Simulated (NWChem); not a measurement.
System: CH$_{3}$BaClN$_{2}$

NWChem input:

```
start job
memory heap 200 mb stack 900 mb global 1100 mb
geometry units angstroms noautosym nocenter noautoz
  Ba     0.276419     0.410197     0.000000
  Cl    -0.540375     3.080375     0.000000
  C     -1.076807    -2.284548     0.000000
  N     -0.768069    -1.717063    -1.155697
  N     -0.768069    -1.717063     1.155697
  H     -1.612447    -3.258336     0.000000
  H     -1.091289    -2.262270    -1.947913
  H     -1.091289    -2.262270     1.947913
end
basis spherical
  * library def2-svpd
end
ecp
  Ba library def2-ecp
end
dft
  xc b3lyp
  iterations 150
end
property
  response 1 0.0
end
task dft property
```

NWChem printed, in part:

```
             Northwest Computational Chemistry Package (NWChem) 7.3.0
             --------------------------------------------------------

                             Geometry "geometry" -> ""
                             -------------------------

 Output coordinates in angstroms (scale by  1.889725989 to convert to a.u.)

  No.       Tag          Charge          X              Y              Z
 ---- ---------------- ---------- -------------- -------------- --------------
    1 Ba                  56.0000     0.27641900     0.41019700     0.00000000
    2 Cl                  17.0000    -0.54037500     3.08037500     0.00000000
    3 C                    6.0000    -1.07680700    -2.28454800     0.00000000
    4 N                    7.0000    -0.76806900    -1.71706300    -1.15569700
    5 N                    7.0000    -0.76806900    -1.71706300     1.15569700
    6 H                    1.0000    -1.61244700    -3.25833600     0.00000000
    7 H                    1.0000    -1.09128900    -2.26227000    -1.94791300
    8 H                    1.0000    -1.09128900    -2.26227000     1.94791300

 Effective nuclear repulsion energy (a.u.)     525.2055064804

                                 NWChem DFT Module
                                 -----------------

 Summary of "ao basis" -> "ao basis" (spherical)
 ------------------------------------------------------------------------------
       Tag                 Description            Shells   Functions and Types
 ---------------- ------------------------------  ------  ---------------------
 Ba                        def2-svpd                10       26   4s4p2d
 Cl                        def2-svpd                11       27   5s4p2d
 C                         def2-svpd                 8       20   4s2p2d
 N                         def2-svpd                 8       20   4s2p2d
 H                         def2-svpd                 4        8   2s2p

            General Information
            -------------------
          SCF calculation type: DFT
          Wavefunction type:  closed shell.
          No. of atoms     :     8
          No. of electrons :    50
           Alpha electrons :    25
            Beta electrons :    25
          Charge           :     0
          Spin multiplicity:     1
          Use of symmetry is: off; symmetry adaption is: off
          Maximum number of iterations: 150
          AO basis - number of functions:   137
                     number of shells:    57
          Convergence on energy requested:  1.00D-06
          Convergence on density requested:  1.00D-05
          Convergence on gradient requested:  5.00D-04

              XC Information
              --------------
                         B3LYP Method XC Potential
                     Hartree-Fock (Exact) Exchange  0.200
                        Slater Exchange Functional  0.800 local
                    Becke 1988 Exchange Functional  0.720 non-local
              Lee-Yang-Parr Correlation Functional  0.810
                  VWN I RPA Correlation Functional  0.190 local

             Grid Information
             ----------------
          Grid used for XC integration:  medium
          Radial quadrature: Mura-Knowles
          Angular quadrature: Lebedev.
          Tag              B.-S. Rad. Rad. Pts. Rad. Cut. Ang. Pts.
          ---              ---------- --------- --------- ---------
          Ba                  2.15      123          14.0       590
          Cl                  1.00       88          14.0       590
          C                   0.70       49          15.0       434
          N                   0.65       49          14.0       434
          H                   0.35       45          17.0       434
          Grid pruning is: on
          Number of quadrature shells:   493
          Spatial weights used:  Erf1

      Superposition of Atomic Density Guess
      -------------------------------------

 Sum of atomic energies:        -634.42571828

      Non-variational initial energy
      ------------------------------

 Total energy =    -633.744496
 1-e energy   =   -1231.579007
 2-e energy   =     418.017994
 HOMO         =      -0.335260
 LUMO         =      -0.095981

   convergence    iter        energy       DeltaE   RMS-Dens  Diis-err
 ---------------- ----- ----------------- --------- --------- ---------
 d= 0,ls=0.0,diis     1   -634.8960956973 -8.15D+02  1.66D-02  9.27D-01
 d= 0,ls=0.0,diis     2   -634.8081460761  8.79D-02  8.18D-03  1.79D+00
 d= 0,ls=0.0,diis     3   -635.0171619332 -2.09D-01  1.48D-03  3.05D-02
 d= 0,ls=0.0,diis     4   -635.0197445851 -2.58D-03  5.87D-04  5.89D-03
 d= 0,ls=0.0,diis     5   -635.0205463023 -8.02D-04  1.38D-04  1.63D-04
  Resetting Diis
 d= 0,ls=0.0,diis     6   -635.0205681734 -2.19D-05  5.04D-05  4.39D-06
 d= 0,ls=0.0,diis     7   -635.0205688287 -6.55D-07  1.01D-05  3.51D-07
 d= 0,ls=0.0,diis     8   -635.0205688096  1.91D-08  5.58D-06  5.25D-07

         Total DFT energy =     -635.020568809626
      One electron energy =    -1238.679804629867
           Coulomb energy =      476.261337238093
    Exchange-Corr. energy =      -52.418618302065
 Nuclear repulsion energy =      179.816516884213

 Numeric. integr. density =       49.999999087872

                       DFT Final Molecular Orbital Analysis
                       ------------------------------------

 Vector   23  Occ=2.000000D+00  E=-2.538572D-01
              MO Center= -5.2D-01,  3.0D+00, -1.0D-08, r^2= 1.7D+00
   Bfn.  Coefficient  Atom+Function         Bfn.  Coefficient  Atom+Function
  ----- ------------  ---------------      ----- ------------  ---------------
    40      0.586684  2 Cl pz                37      0.451911  2 Cl pz
    34      0.263370  2 Cl pz                43      0.153067  2 Cl pz
    18      0.090335  1 Ba d -1              77     -0.081584  4 N  s
    97      0.081580  5 N  s                  7     -0.063361  1 Ba pz
   123      0.051452  7 H  s                131     -0.051449  8 H  s

 Vector   24  Occ=2.000000D+00  E=-2.515509D-01
              MO Center= -5.6D-01,  2.2D+00, -5.8D-08, r^2= 4.8D+00
   Bfn.  Coefficient  Atom+Function         Bfn.  Coefficient  Atom+Function
  ----- ------------  ---------------      ----- ------------  ---------------
    38      0.541190  2 Cl px                35      0.414117  2 Cl px
    32      0.241517  2 Cl px                77     -0.175074  4 N  s
    97     -0.175074  5 N  s                 41      0.144667  2 Cl px
     6     -0.139012  1 Ba py                79      0.130415  4 N  py
    99      0.130415  5 N  py               114     -0.097462  6 H  s

 Vector   25  Occ=2.000000D+00  E=-2.261731D-01
              MO Center= -7.6D-01, -1.7D+00, -1.2D-07, r^2= 2.5D+00
   Bfn.  Coefficient  Atom+Function         Bfn.  Coefficient  Atom+Function
  ----- ------------  ---------------      ----- ------------  ---------------
    78      0.369715  4 N  px                98     -0.369715  5 N  px
    81     -0.260998  4 N  px               101      0.260998  5 N  px
    79     -0.203212  4 N  py                99      0.203212  5 N  py
    82      0.147413  4 N  py               102     -0.147413  5 N  py
    20     -0.075065  1 Ba d  1              72     -0.060931  3 C  d  1

 Vector   26  Occ=0.000000D+00  E=-5.582942D-02
              MO Center=  1.5D+00,  3.1D-01,  2.3D-07, r^2= 7.5D+00
   Bfn.  Coefficient  Atom+Function         Bfn.  Coefficient  Atom+Function
  ----- ------------  ---------------      ----- ------------  ---------------
     3      0.675874  1 Ba s                  4      0.481595  1 Ba s
     2     -0.419838  1 Ba s                 21      0.315148  1 Ba d  2
    11      0.281800  1 Ba px                77     -0.256722  4 N  s
    97     -0.256722  5 N  s                 56      0.161500  3 C  s
   123      0.114194  7 H  s                131      0.114194  8 H  s

 Vector   27  Occ=0.000000D+00  E=-1.791236D-02
              MO Center=  1.2D+00,  2.9D-01,  2.8D-06, r^2= 8.8D+00
   Bfn.  Coefficient  Atom+Function         Bfn.  Coefficient  Atom+Function
  ----- ------------  ---------------      ----- ------------  ---------------
    20      0.615754  1 Ba d  1              13     -0.352998  1 Ba pz
    25      0.314235  1 Ba d  1              16     -0.299599  1 Ba pz
    77      0.131186  4 N  s                 97     -0.131184  5 N  s
     7      0.118911  1 Ba pz               123     -0.105196  7 H  s
   131      0.105195  8 H  s                 10      0.082567  1 Ba pz

 Vector   28  Occ=0.000000D+00  E=-1.706297D-02
              MO Center=  4.4D-01,  3.4D-01, -2.6D-06, r^2= 7.0D+00
   Bfn.  Coefficient  Atom+Function         Bfn.  Coefficient  Atom+Function
  ----- ------------  ---------------      ----- ------------  ---------------
    19      0.698836  1 Ba d  0              24      0.350079  1 Ba d  0
    31      0.287424  2 Cl s                 77     -0.286515  4 N  s
    97     -0.286516  5 N  s                 56      0.274907  3 C  s
    12     -0.271309  1 Ba py                15      0.259514  1 Ba py
    21     -0.221534  1 Ba d  2              42     -0.160885  2 Cl py

     Multipole analysis of the density
     ---------------------------------

[...]

 DFT Linear Response polarizability / au
 Frequency  =       0.0000000 / au
              X              Y              Z
 -----------------------------------------------
 X      64.1143288      6.9799048      0.0000007
 Y       6.9798935    105.4927886     -0.0000002
 Z       0.0000007     -0.0000002     78.9469986
 -----------------------------------------------
 Eigenvalues =      62.9686485    106.6384689     78.9469986
 Isotropic   =      82.8513720
 Anisotropic =      38.2699517
 -----------------------------------------------

 Magnetic Dipole Response Matrix (nonzero elements):

 Exiting AOResponse driver routine
```

Level: B3LYP/def2-SVPD with def2 effective core potentials on Ba. All runs use the structure optimised with PBE0/def2-SVP. Not confirmed as a minimum by frequencies. def2 effective core potentials on Ba; no spin-orbit coupling.
